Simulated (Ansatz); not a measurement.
Sr₂O₂⁻, relaxed as a doublet with UKS r2SCAN-D4/def2-TZVPD in Ansatz, starting from the GFN1-xTB geometry. Force threshold 0.02 eV/Å.

In the def2 sets Sr takes a core potential; there is no spin–orbit coupling. The highest occupied level of the charge -1 doublet lies above zero (up to 0.87 eV). The electron is either unbound and held by the finite basis, or the level is raised by self-interaction error. The structure comes from a short search, and lower isomers may exist.

Start:

```xyz
4

Sr    1.0438    1.5189   -1.2409
Sr   -0.3783   -1.0135    0.5919
O     1.1663   -0.5567   -0.8594
O    -1.8318    0.0513    1.5083
```

| step | energy (eV) | largest force component (eV/Å) | SCF passes |
| --- | --- | --- | --- |
| 1 | -5767.1627 | 2.419 | 33 |
| 2 | -5767.6204 | 0.539 | 46 |
| 3 | -5767.7837 | 0.636 | 51 |
| 4 | -5767.9364 | 0.600 | 32 |
| 5 | -5768.1721 | 0.802 | 97 |
| 6 | -5768.5646 | 1.203 | 45 |
| 7 | -5769.0733 | 1.268 | 38 |
| 8 | -5769.4453 | 0.368 | 40 |
| 9 | -5769.4568 | 0.156 | 30 |
| 10 | -5769.4599 | 0.043 | 31 |
| 11 | -5769.4601 | 0.001 | 32 |

Force components are those of the run's own axes.

End:

Cartesian coordinates in Å:
```
Sr 0.358 1.446 -0.668
Sr -0.358 -1.446 0.668
O 1.089 -0.619 -0.758
O -1.089 0.619 0.757
```

Bonds formed: Sr1–O4 (atoms count from 1). The end is the same structure that another start reached, the lowest one found.

No frequencies were taken in this run, so the end may be a saddle point.

Run time 66 s (2 threads of Arm Neoverse V2 on a shared host).
